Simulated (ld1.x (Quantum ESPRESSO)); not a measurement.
## Ranking TM potentials for P

All share these settings but for the change named:

* Element: P (Z = 15)
* Generator: ld1.x (Quantum ESPRESSO) 7.5
* Type: norm-conserving Troullier–Martins (Kleinman–Bylander form)
* Functional: PBE
* Relativity: scalar-relativistic
* Frozen core: [Ne]
* Valence charge: 5
* Reference configuration: 3s2 3p3
* Partial waves: 3s (bound): rc 1.75 bohr; 3p (bound): rc 1.40 bohr; 3d channel at -0.15 Ry: rc 1.55 bohr
* Local potential: all-electron potential smoothed inside 1.20 bohr (lloc = -1)
* Core correction: a·sin(br)/r model core inside 1.40 bohr

Cutoff: the first of the cutoffs (Ry, on a coarse ladder) from which the occupation-weighted sum of valence levels, in a spherical-Bessel basis at the reference potential, stays within 10 and 1 mRy of its value at 400 Ry; the density cutoff is not measured.

The base gives 35 Ry.

Of 10 variants that were run, those that failed, showed a ghost or another fault, or gave nearly equal values are left out.

Problem. Rank these variants from softest to hardest (loose cutoff).
A. wave 3p (bound): rc 1.40 bohr becomes 3p (bound): rc 1.26 bohr
B. wave 3p (bound): rc 1.40 bohr becomes 3p (bound): rc 1.14 bohr
C. wave 3p (bound): rc 1.40 bohr becomes 3p (bound): rc 1.94 bohr
D. wave 3p (bound): rc 1.40 bohr becomes 3p (bound): rc 1.48 bohr

Solution. C (18 Ry), D (21 Ry), A (60 Ry), B (90 Ry).
